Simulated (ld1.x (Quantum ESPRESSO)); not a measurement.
# Ranking TM potentials for Tl

All share these settings but for the change named:

- Element: thallium
- Generator: ld1.x (Quantum ESPRESSO) 7.5
- Type: norm-conserving Troullier–Martins (Kleinman–Bylander form)
- Functional: LDA (PZ)
- Relativity: scalar-relativistic
- Frozen core: [Xe] 4f14 5d10
- Valence charge: 3
- Reference configuration: 6s2 6p0 (charge +1)
- Partial waves: 6s (bound): rc 1.55 bohr; 6p (bound, empty): rc 2.95 bohr
- Local potential: the p channel
- Core correction: none

Cutoff: the first of the cutoffs (Ry, on a coarse ladder) from which the occupation-weighted sum of valence levels, in a spherical-Bessel basis at the reference potential, stays within 10 and 1 mRy of its value at 400 Ry; the density cutoff is not measured.

The base gives 35 Ry.

Of 10 variants that were run, those that failed, showed a ghost or another fault, or gave nearly equal values are left out.

A variant can come out equal or close to the base.

Rank these variants from softest to hardest (loose cutoff).
A. functional revPBE
B. all radii scaled by about 0.80 (s 1.24, p 2.38 bohr)
C. wave 6p (bound): rc 2.95 bohr becomes 6p (bound): rc 3.86 bohr

C (35 Ry), A (40 Ry), B (300 Ry).
